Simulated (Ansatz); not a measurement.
Species: Ge2, charge 0, multiplicity 3. SMILES: [Ge]=[Ge]
Structure (B3LYP-D3(BJ)/def2-TZVP (Ansatz, a first-principles code) minimum search):
```xyz
2

Ge     0.0000     0.0000    -1.2033
Ge     0.0000     0.0000     1.2033
```
Charge 0, spin multiplicity 3.

Computed values are from Ansatz. Valence correlation only, unless marked. Open shells are spin-unrestricted. No spin-orbit coupling. Frozen are the shells of the preceding noble gas and the d and f shells that filled before the atom's block. Non-relativistic. Basis-set limits of correlation are two-point, X^-3; Hartree-Fock from the larger set.

**Question.** What is the dipole moment at CCSD(T)/aug-cc-pVDZ?

**Answer.** 0.00 D.

**Question.** What is the vertical ionisation energy (to the quartet) at CCSD(T)/CBS(aug-cc-pVTZ,aug-cc-pVQZ)?

**Answer.** 7.59 eV.

**Question.** What is the total energy at CCSD(T)/CBS(aug-cc-pVTZ,aug-cc-pVQZ)?

**Answer.** -4150.9731 Eh.

**Question.** What is the atomisation energy De at CCSD(T)/CBS(aug-cc-pVTZ,aug-cc-pVQZ)?

**Answer.** 273.3 kJ/mol.

**Question.** What is the T1 diagnostic at CCSD/def2-QZVPPD?

**Answer.** 0.017.
